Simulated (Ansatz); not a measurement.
`CN[Si](Cl)(Cl)NC` and `CN[Si](Cl)(Cl)Cl` differ in one atom or group.

Ansatz, PBE0-D4/def2-TZVP geometries, multiplicity 1. Each molecule was computed in one conformer, which needn't be the lowest.

```csv
property,`CN[Si](Cl)(Cl)NC`
HOMO energy (PBE0/def2-TZVPP) / eV,-7.27
size of the dipole moment (B3LYP/def2-TZVPP) / D,2.70
LUMO energy (ωB97M-V/def2-TZVPP) / eV,2.21
LUMO energy (B3LYP/def2-TZVPP) / eV,0.42
LUMO energy (PBE0/def2-TZVPP) / eV,0.74
size of the dipole moment (ωB97M-V/def2-TZVPP) / D,2.69
```

Question: Give the same properties after the change, and the shifts. (Best estimate.)

Answer: Ansatz gave: 
```
                                          property  `CN[Si](Cl)(Cl)Cl`  shift
                HOMO energy (PBE0/def2-TZVPP) / eV               -7.64  -0.37
  size of the dipole moment (B3LYP/def2-TZVPP) / D                2.56  -0.14
             LUMO energy (ωB97M-V/def2-TZVPP) / eV                2.13  -0.08
               LUMO energy (B3LYP/def2-TZVPP) / eV                0.03  -0.39
                LUMO energy (PBE0/def2-TZVPP) / eV                0.31  -0.43
size of the dipole moment (ωB97M-V/def2-TZVPP) / D                2.55  -0.14
```

With PBE0 the HOMO falls by 0.37 eV and the LUMO falls by 0.43 eV, so the gap narrows by about 0.06 eV. PBE moves the HOMO by -0.36 eV and ωB97M-V by -0.35 eV. The zero-point energy changes by -141.4 kJ/mol with -15 modes. Dipoles are sizes alone; their direction can turn.

B3LYP here is the variant with VWN-RPA as its local correlation; programs differ in this.
